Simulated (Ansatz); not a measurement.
Born–Oppenheimer molecular dynamics of H$_{10}$Si$_{4}$ (14 atoms, charge 0, multiplicity 1). It starts from a relaxed structure.

Method: Ansatz, RKS PBE0-D4/STO-3G.

```json
{"ensemble": "NVT, Langevin thermostat", "time step": "0.5 fs", "steps asked": "100", "set temperature": "300 K", "friction": "0.01 /fs", "temperature schedule": "25 steps to 300 K, then 75 steps to 75 K", "seed": "821388"}
```

Frames 1 fs apart, positions in Å, forces in eV/Å.

Velocities at 15 fs (Å/ps):

```
Si 1.55 -1.96 -3.74
Si 0.02 -2.83 3.10
H -9.30 -0.22 -13.85
H 30.64 -2.13 -17.21
H -7.06 7.66 3.10
H 14.37 4.89 -2.77
Si 0.43 3.41 -1.60
H 5.57 -7.89 12.18
H -15.86 -16.34 30.37
H 14.15 -14.47 -10.09
Si -3.18 -0.92 2.28
H -6.12 -2.92 -8.34
H 10.67 7.22 -4.15
H -12.16 -16.27 -2.47
```

```xyz
14
Properties=species:S:1:pos:R:3:forces:R:3 time_fs=15 energy_less_start_eV=0.288 T=193
Si -0.033 0.075 -0.030 0.56 -0.91 0.25
Si 0.084 -0.105 2.292 -1.13 1.17 -1.30
H -1.293 -0.305 2.685 0.03 0.12 0.13
H 0.748 -1.250 2.764 0.78 -0.80 0.19
H 0.559 1.078 3.014 -0.03 -0.41 -0.42
H 1.320 0.048 -0.619 -0.60 0.37 0.37
Si -1.211 1.877 -0.665 -0.14 0.33 -0.19
H -2.611 1.737 -0.291 0.30 -0.07 -0.18
H -0.727 3.023 0.058 0.04 0.18 0.02
H -1.135 2.211 -2.092 -0.02 -0.30 0.54
Si -0.946 -1.839 -0.867 -0.06 -0.23 0.62
H -2.280 -2.071 -0.323 0.33 0.10 -0.16
H -1.062 -1.992 -2.318 0.21 0.28 0.45
H -0.112 -2.923 -0.354 -0.28 0.16 -0.32
14
Properties=species:S:1:pos:R:3:forces:R:3 time_fs=16 energy_less_start_eV=0.284 T=202
Si -0.032 0.073 -0.033 0.73 -0.80 0.31
Si 0.084 -0.107 2.295 -1.07 1.05 -1.33
H -1.305 -0.306 2.672 0.23 0.05 0.16
H 0.782 -1.252 2.749 0.54 -0.54 0.15
H 0.550 1.085 3.016 -0.06 -0.50 -0.45
H 1.333 0.056 -0.621 -0.80 0.33 0.42
Si -1.210 1.881 -0.666 -0.12 -0.01 -0.16
H -2.605 1.730 -0.281 0.24 -0.07 -0.25
H -0.743 3.007 0.087 0.14 0.35 -0.01
H -1.121 2.195 -2.098 -0.06 -0.20 0.62
Si -0.950 -1.841 -0.865 0.11 -0.34 0.49
H -2.285 -2.072 -0.333 0.25 0.12 -0.13
H -1.051 -1.982 -2.319 0.18 0.26 0.51
H -0.125 -2.940 -0.357 -0.32 0.29 -0.33
14
Properties=species:S:1:pos:R:3:forces:R:3 time_fs=17 energy_less_start_eV=0.274 T=225
Si -0.031 0.071 -0.037 0.71 -0.68 0.45
Si 0.083 -0.109 2.298 -0.96 0.60 -1.38
H -1.318 -0.308 2.660 0.47 0.00 0.18
H 0.825 -1.257 2.737 0.17 -0.11 0.04
H 0.542 1.086 3.011 -0.04 -0.43 -0.38
H 1.336 0.069 -0.620 -0.82 0.27 0.41
Si -1.210 1.885 -0.668 -0.05 -0.38 -0.03
H -2.597 1.722 -0.273 0.12 -0.08 -0.30
H -0.760 2.992 0.113 0.23 0.52 -0.02
H -1.110 2.178 -2.099 -0.08 -0.06 0.55
Si -0.954 -1.842 -0.862 0.28 -0.31 0.43
H -2.288 -2.073 -0.345 0.11 0.12 -0.06
H -1.041 -1.970 -2.314 0.15 0.23 0.40
H -0.141 -2.955 -0.363 -0.30 0.31 -0.30
14
Properties=species:S:1:pos:R:3:forces:R:3 time_fs=18 energy_less_start_eV=0.276 T=235
Si -0.029 0.068 -0.040 0.56 -0.51 0.63
Si 0.083 -0.110 2.300 -0.84 -0.05 -1.49
H -1.330 -0.314 2.651 0.71 -0.03 0.20
H 0.873 -1.261 2.725 -0.24 0.34 -0.07
H 0.534 1.081 3.001 0.03 -0.21 -0.23
H 1.334 0.086 -0.617 -0.71 0.20 0.35
Si -1.209 1.888 -0.669 0.02 -0.72 0.30
H -2.588 1.710 -0.267 0.00 -0.08 -0.34
H -0.777 2.981 0.139 0.29 0.61 -0.07
H -1.102 2.159 -2.093 -0.09 0.10 0.32
Si -0.957 -1.843 -0.858 0.35 -0.13 0.38
H -2.291 -2.072 -0.358 -0.05 0.12 0.02
H -1.033 -1.955 -2.304 0.12 0.19 0.21
H -0.162 -2.962 -0.371 -0.16 0.17 -0.21
14
Properties=species:S:1:pos:R:3:forces:R:3 time_fs=19 energy_less_start_eV=0.296 T=219
Si -0.026 0.065 -0.042 0.21 -0.34 0.87
Si 0.082 -0.111 2.302 -0.58 -0.53 -1.66
H -1.333 -0.320 2.643 0.75 -0.08 0.26
H 0.918 -1.258 2.715 -0.58 0.64 -0.14
H 0.526 1.077 2.991 0.08 0.01 -0.08
H 1.325 0.104 -0.608 -0.41 0.13 0.20
Si -1.209 1.892 -0.670 0.13 -0.95 0.77
H -2.580 1.695 -0.264 -0.11 -0.07 -0.37
H -0.793 2.975 0.165 0.30 0.58 -0.20
H -1.095 2.141 -2.085 -0.08 0.26 0.01
Si -0.961 -1.844 -0.854 0.37 0.14 0.28
H -2.294 -2.072 -0.372 -0.23 0.12 0.11
H -1.028 -1.940 -2.294 0.10 0.16 0.02
H -0.185 -2.966 -0.383 0.04 -0.07 -0.08
14
Properties=species:S:1:pos:R:3:forces:R:3 time_fs=20 energy_less_start_eV=0.335 T=183
Si -0.024 0.062 -0.044 -0.25 -0.20 1.16
Si 0.081 -0.112 2.302 -0.24 -0.78 -1.87
H -1.329 -0.323 2.633 0.61 -0.16 0.36
H 0.958 -1.246 2.706 -0.81 0.76 -0.16
H 0.519 1.073 2.982 0.12 0.21 0.04
H 1.313 0.122 -0.593 0.01 0.08 -0.01
Si -1.208 1.895 -0.671 0.32 -1.09 1.14
H -2.569 1.681 -0.265 -0.31 -0.08 -0.36
H -0.809 2.970 0.189 0.30 0.53 -0.32
H -1.090 2.127 -2.079 -0.07 0.38 -0.23
Si -0.964 -1.845 -0.849 0.42 0.37 0.18
H -2.296 -2.072 -0.385 -0.40 0.12 0.20
H -1.024 -1.923 -2.284 0.09 0.13 -0.16
H -0.205 -2.971 -0.394 0.20 -0.25 0.03
14
Properties=species:S:1:pos:R:3:forces:R:3 time_fs=21 energy_less_start_eV=0.371 T=151
Si -0.022 0.059 -0.046 -0.71 -0.07 1.44
Si 0.080 -0.113 2.302 0.11 -0.74 -2.05
H -1.319 -0.327 2.626 0.35 -0.24 0.46
H 0.986 -1.228 2.696 -0.90 0.71 -0.13
H 0.514 1.073 2.974 0.13 0.30 0.08
H 1.303 0.140 -0.576 0.44 0.03 -0.21
Si -1.208 1.897 -0.671 0.50 -1.17 1.40
H -2.561 1.667 -0.268 -0.47 -0.09 -0.35
H -0.822 2.969 0.207 0.29 0.45 -0.44
H -1.083 2.118 -2.075 -0.06 0.46 -0.38
Si -0.967 -1.845 -0.845 0.42 0.55 0.06
H -2.300 -2.071 -0.397 -0.49 0.13 0.25
H -1.018 -1.904 -2.278 0.08 0.10 -0.25
H -0.223 -2.978 -0.406 0.33 -0.42 0.12
14
Properties=species:S:1:pos:R:3:forces:R:3 time_fs=22 energy_less_start_eV=0.389 T=152
Si -0.020 0.056 -0.047 -1.07 0.06 1.66
Si 0.079 -0.115 2.300 0.39 -0.44 -2.21
H -1.306 -0.331 2.623 0.03 -0.33 0.56
H 1.004 -1.201 2.686 -0.82 0.48 -0.05
H 0.510 1.075 2.968 0.10 0.31 0.08
H 1.296 0.160 -0.560 0.78 -0.01 -0.37
Si -1.207 1.898 -0.671 0.60 -1.14 1.45
H -2.558 1.652 -0.275 -0.53 -0.07 -0.35
H -0.832 2.973 0.221 0.24 0.31 -0.57
H -1.076 2.113 -2.078 -0.07 0.48 -0.29
Si -0.969 -1.845 -0.841 0.27 0.67 -0.06
H -2.310 -2.070 -0.408 -0.43 0.16 0.26
H -1.015 -1.884 -2.274 0.08 0.07 -0.28
H -0.240 -2.986 -0.417 0.44 -0.54 0.19
14
Properties=species:S:1:pos:R:3:forces:R:3 time_fs=23 energy_less_start_eV=0.387 T=160
Si -0.018 0.053 -0.048 -1.19 0.19 1.77
Si 0.077 -0.116 2.298 0.58 0.10 -2.34
H -1.292 -0.336 2.627 -0.30 -0.42 0.64
H 1.017 -1.169 2.674 -0.60 0.12 0.09
H 0.506 1.083 2.962 0.04 0.23 0.02
H 1.296 0.180 -0.549 0.88 -0.06 -0.42
Si -1.206 1.899 -0.671 0.60 -1.05 1.40
H -2.560 1.635 -0.285 -0.45 -0.01 -0.36
H -0.837 2.981 0.231 0.16 0.11 -0.72
H -1.071 2.113 -2.085 -0.09 0.46 -0.08
Si -0.972 -1.845 -0.837 0.10 0.63 -0.11
H -2.324 -2.069 -0.418 -0.25 0.20 0.24
H -1.013 -1.861 -2.269 0.08 0.03 -0.31
H -0.254 -2.997 -0.426 0.45 -0.54 0.20
14
Properties=species:S:1:pos:R:3:forces:R:3 time_fs=24 energy_less_start_eV=0.368 T=176
Si -0.018 0.049 -0.047 -0.99 0.35 1.72
Si 0.076 -0.117 2.295 0.57 0.69 -2.40
H -1.280 -0.345 2.639 -0.51 -0.48 0.67
H 1.024 -1.137 2.662 -0.28 -0.30 0.23
H 0.501 1.090 2.956 -0.01 0.12 -0.06
H 1.304 0.200 -0.546 0.66 -0.14 -0.34
Si -1.205 1.899 -0.670 0.45 -0.98 1.22
H -2.567 1.617 -0.296 -0.24 0.08 -0.38
H -0.840 2.992 0.233 0.08 -0.05 -0.81
H -1.070 2.116 -2.096 -0.10 0.41 0.21
Si -0.974 -1.844 -0.833 -0.06 0.34 -0.14
H -2.342 -2.068 -0.424 0.05 0.26 0.17
H -1.009 -1.837 -2.268 0.07 0.00 -0.24
H -0.262 -3.016 -0.435 0.31 -0.30 0.13
14
Properties=species:S:1:pos:R:3:forces:R:3 time_fs=25 energy_less_start_eV=0.351 T=192
Si -0.018 0.046 -0.046 -0.52 0.54 1.57
Si 0.076 -0.119 2.291 0.28 1.14 -2.38
H -1.274 -0.357 2.657 -0.47 -0.49 0.63
H 1.029 -1.109 2.653 0.04 -0.68 0.36
H 0.497 1.095 2.950 -0.05 0.07 -0.10
H 1.321 0.220 -0.544 0.19 -0.25 -0.17
Si -1.204 1.899 -0.669 0.27 -0.92 1.06
H -2.575 1.599 -0.313 -0.03 0.17 -0.37
H -0.841 3.006 0.228 0.02 -0.19 -0.84
H -1.069 2.123 -2.101 -0.09 0.35 0.40
Si -0.977 -1.843 -0.829 -0.16 -0.10 -0.20
H -2.361 -2.066 -0.430 0.36 0.32 0.10
H -1.004 -1.814 -2.270 0.06 -0.04 -0.09
H -0.268 -3.041 -0.442 0.10 0.09 0.02
14
Properties=species:S:1:pos:R:3:forces:R:3 time_fs=26 energy_less_start_eV=0.339 T=210
Si -0.018 0.043 -0.045 0.02 0.72 1.39
Si 0.075 -0.120 2.287 -0.16 1.38 -2.18
H -1.275 -0.376 2.681 -0.17 -0.43 0.49
H 1.036 -1.088 2.647 0.27 -0.91 0.43
H 0.491 1.100 2.943 -0.08 0.00 -0.15
H 1.343 0.238 -0.543 -0.35 -0.37 0.03
Si -1.202 1.899 -0.668 0.06 -0.94 0.89
H -2.583 1.582 -0.334 0.17 0.26 -0.35
H -0.843 3.017 0.214 -0.02 -0.23 -0.76
H -1.069 2.135 -2.101 -0.07 0.28 0.47
Si -0.980 -1.841 -0.825 -0.13 -0.52 -0.30
H -2.376 -2.059 -0.435 0.56 0.34 0.06
H -0.996 -1.792 -2.271 0.03 -0.07 0.05
H -0.272 -3.066 -0.449 -0.11 0.48 -0.07
```

Of the whole run (50 fs, mean temperature of the second half 228 K): The schedule's set-point averaged 150 K over the second half and the system 228 K, so it lags behind the ramp. A run of 0.05 ps of so small a system gives no equilibrium averages. Limits of this set-up: minimal basis.

The run took 5 min on 1 thread of Arm Neoverse V1, with other jobs on the host, peak memory 0.12 GiB.
